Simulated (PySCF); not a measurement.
# Excitation energy of Co by level of theory

Co [Ar] 3d7 4s2 (4F) → Co [Ar] 3d6 4s2 5s1 (6D), as a difference of total energies. Calculation: PySCF 2.14, in x2c-TZVPPall with one added diffuse shell each of s, p, d, f type (7s6p5d3f1g, 80 functions); the spin-free X2C one-electron Hamiltonian (Gaussian nucleus). Correlated levels: valence: [Ar] frozen; valence and next inner shell: [Ne] frozen. The calculations carry no spin-orbit coupling.

```
                                method  excitation energy (eV)
                                   UHF                   8.172
                                   LDA                  10.941
                                   PBE                  10.758
                                  PBE0                  10.310
                                r2SCAN                  10.666
                                 wB97X                  10.559
                               r2SCANh                  10.505
                                M06-2X                   9.738
                     SCS-MP2 (valence)                  10.007
    MP2 (valence and next inner shell)                  10.187
SCS-MP2 (valence and next inner shell)                  10.145
```

Problem. Estimate what TPSS gives.

Solution. 10.886 eV, closest to LDA among the rows shown.

Problem. Estimate what MP2 (valence) gives.

Solution. 9.910 eV, closest to SCS-MP2 (valence) among the rows shown.

A first-order spin-orbit estimate (lowest level to lowest level, LS coupling) adds 0.026 eV.

The upper state lies above the first ionisation limit, but in LS coupling its spin forbids autoionisation to the ground ion. A Rydberg-like electron needs more diffuse functions than a valence basis has.

The promoted electron is Rydberg-like, and one or two diffuse shells describe it only roughly, which tends to raise the upper state.
